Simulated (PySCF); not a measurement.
Ionisation energy of V⁺ by level of theory

V⁺ [Ar] 3d4 (5D) → V²⁺ [Ar] 3d3 (4F), as a difference of total energies. Computed with PySCF 2.14 in jorge-DZP-DKH (8s6p2d1f, 43 functions), with scalar relativity by spin-free X2C-1e. Correlated levels: valence: [Ar] frozen. The calculations carry no spin-orbit coupling.

```csv
method,ionisation energy (eV),difference from reference (eV)
UHF,13.031,-1.603
PBE,14.963,+0.329
BP86,15.014,+0.380
MP2 (valence),13.594,-1.040
SCS-MP2 (valence),13.219,-1.415
```

Reference: 14.634 ± 0.007 eV (measured; NIST Atomic Spectra Database, ionization energies).

The reference lies between the lowest fine-structure levels, while these numbers refer to the centres of the terms.

Errors of the correlated levels include the incompleteness of this basis and the frozen core.
